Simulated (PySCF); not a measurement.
# Correlation energy of Pb²⁺ (lead, charge +2)

[Xe] 4f14 5d10 6s2, closed-shell 1S. All numbers are calculated (PySCF 2.14, scalar relativity by spin-free X2C-1e, in x2c-TZVPPall (11s7p6d3f, 83 functions)). Frozen: [Kr] 4d10 4f14; 20 electrons correlated.

MP2 pair energies summed by pair of shells (mhartree):

```json
{"pair": "5d-5d", "energy": "-219.31", "share (%)": "47.3"}
{"pair": "5d-6s", "energy": "-99.75", "share (%)": "21.5"}
{"pair": "5p-5d", "energy": "-69.39", "share (%)": "15.0"}
{"pair": "6s-6s", "energy": "-20.20", "share (%)": "4.4"}
{"pair": "5p-5p", "energy": "-19.71", "share (%)": "4.3"}
{"pair": "5s-5d", "energy": "-13.35", "share (%)": "2.9"}
{"pair": "5p-6s", "energy": "-10.47", "share (%)": "2.3"}
{"pair": "5s-5p", "energy": "-8.47", "share (%)": "1.8"}
{"pair": "5s-5s", "energy": "-1.79", "share (%)": "0.4"}
{"pair": "5s-6s", "energy": "-0.84", "share (%)": "0.2"}
```

Total MP2 correlation energy: -463.26 mhartree.

Same-spin part -159.95 and opposite-spin part -303.31 mhartree; SCS-MP2 scales them by 1/3 and 6/5 to -417.29 mhartree.

This basis was not built for core-valence correlation, so the inner-shell part is incomplete.
